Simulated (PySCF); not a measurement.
CH7ClO2Si2.
Atom-mapped SMILES: `[CH3:1][O:2][Si@H:3]([Cl:4])[O:5][SiH3:6]` (hydrogens: H7, H8, H9 on C1; H10 on Si3; H11, H12, H13 on Si6)

Cartesian coordinates in Å at the PBE0-D3(BJ)/def2-SVP level; atoms count from 1:
```
atom  x, y, z in Å
C1    -2.2155   -0.8198   -0.1292
O2    -0.9639   -0.2663    0.1805
Si3   -0.2643    1.0799   -0.4504
Cl4   -0.4858    1.0204   -2.5045
O5     1.3184    1.0319   -0.0520
Si6    2.5156   -0.1165    0.1541
H7    -3.0391   -0.2256    0.3036
H8    -2.2647   -1.8333    0.2952
H9    -2.3703   -0.8889   -1.2195
H10   -0.8583    2.3408    0.0389
H11    2.4019   -1.1719   -0.8947
H12    2.3965   -0.7366    1.5043
H13    3.8262    0.5783    0.0321
```

Jobs on this species (13 atoms, 74 electrons) with PySCF (density fitting). Hardware of each: one thread of an AMD EPYC 9R45, on a shared host. Other jobs ran on the host; a repeat could differ by tens of per cent or more. Peak memory is the resident size of the whole Python process, interpreter and libraries included.

```csv
level and settings,work,basis functions,SCF cycles,wall time,peak memory
"PBE0-D3(BJ)/def2-SVP, grid level 1",geometry optimisation from a GFN2-xTB start shaken at random,131,?,?,?
"delta-SCF UKS B3LYP, pcX-2 on the ionised atom, pcseg-1 elsewhere, spin-free X2C","ΔSCF core ionisation, 9 holes",173,?,?,?
"delta-SCF UKS SCAN, pcX-2 on the ionised atom, pcseg-1 elsewhere, non-relativistic","ΔSCF core ionisation, 9 holes",173,131,31 s,0.69 GiB
"delta-SCF UKS SCAN, pcX-2 on the ionised atom, pcseg-1 elsewhere, spin-free X2C","ΔSCF core ionisation, 9 holes",173,133,31 s,0.71 GiB
"delta-SCF UKS PBE0, pcX-2 on the ionised atom, pcseg-1 elsewhere, spin-free X2C","ΔSCF core ionisation, 9 holes",173,120,46 s,0.79 GiB
"delta-SCF UKS SCAN, def2-TZVP on the ionised atom, pcseg-1 elsewhere, spin-free X2C","ΔSCF core ionisation, 9 holes",150,129,29 s,0.69 GiB
"delta-SCF UKS HF, pcX-2 on the ionised atom, pcseg-1 elsewhere, spin-free X2C","ΔSCF core ionisation, 9 holes",173,110,30 s,0.69 GiB
"delta-SCF UKS SCAN, pcX-1 on the ionised atom, pcseg-1 elsewhere, spin-free X2C","ΔSCF core ionisation, 9 holes",153,128,25 s,0.69 GiB
"delta-SCF UKS PBE, pcX-2 on the ionised atom, pcseg-1 elsewhere, spin-free X2C","ΔSCF core ionisation, 9 holes",173,131,21 s,0.69 GiB
```

Problem. Fill in the missing figures.

Solution. 
- PBE0-D3(BJ)/def2-SVP, grid level 1; geometry optimisation from a GFN2-xTB start shaken at random: 65 s, 0.53 GiB, 103 SCF cycles
- delta-SCF UKS B3LYP, pcX-2 on the ionised atom, pcseg-1 elsewhere, spin-free X2C; ΔSCF core ionisation, 9 holes: 47 s, 0.79 GiB, 123 SCF cycles

Problem. What do all jobs in the table cost together?

Solution. About 5.4 min; the longest takes about 20 % of that, and about 3.1 times as long as the shortest.
